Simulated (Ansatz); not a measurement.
`[BH2][Ga]([BH2])[F]` + `O[SiH2]F` → `BO[SiH2]F` + `[BH2][GaH][F]` at 500 K and 1 bar (cleavage of the B–Ga bond).

Program: Ansatz. Geometries: PBE0-D4/def2-TZVP. ΔE: electronic, gas phase. CCSD(T)/CBS adds triple-zeta CCSD(T) − MP2 to the extrapolated MP2 energy (def2 sets, frozen cores). For Ga outer-core shells are correlated without core-valence functions, which leaves a few kJ/mol of doubt a bond. Scalar relativity is left out up to krypton. Each species was taken in one conformer, which may not be the lowest.

```csv
species,CCSD(T)/CBS energy (Eh),H − E (kJ/mol),S (J/(mol·K))
`[BH2][Ga]([BH2])[F]`,-2075.69014,152.5,399.1
`O[SiH2]F`,-465.96250,118.8,315.1
`BO[SiH2]F`,-491.38453,158.6,364.5
`[BH2][GaH][F]`,-2050.32373,107.3,345.7
```

H − E and S are ideal-gas, rigid-rotor, harmonic terms from PBE0-D4/def2-TZVP, for one conformer and one mirror image of each species. 1 Eh = 2625.50 kJ/mol, R = 8.31446 J/(mol·K).

Q: By hand: ΔE, ΔH, ΔS and ΔG.

A: ΔE = (-491.38453) + (-2050.32373) − (-2075.69014) − (-465.96250) = -0.05562 Eh = -146.0 kJ/mol. Δ(H − E) = 158.6 + 107.3 − 152.5 − 118.8 = -5.4, so ΔH = -151.4 kJ/mol. ΔS = 364.5 + 345.7 − 399.1 − 315.1 = -4.0 J/(mol·K). ΔG = -151.4 − 500 × (-4.0)/1000 = -149.4 kJ/mol.

Q: By hand: the equilibrium constant, and the temperature at which ΔG would vanish if ΔH and ΔS stayed fixed.

A: log₁₀ K = −ΔG/(RT ln 10) = 15.6. ΔG = 0 at ΔH/ΔS = 37850 K, far beyond where these terms or the molecules hold.

The number of gas molecules stays the same, so ΔS is small and ΔH decides. A doubt of 5 kJ/mol in ΔE shifts log₁₀ K by 0.5 here. Other conformers and mirror images would add mixing entropy, several J/(mol·K) or more a flexible species. Modes under 60 cm⁻¹, often nearly free rotors, make the harmonic entropy too high. These are equilibria of isolated gas molecules and say nothing of rates. Largest T1 diagnostic: 0.014 (customary marks: 0.02 for closed shells, 0.045 for open ones).
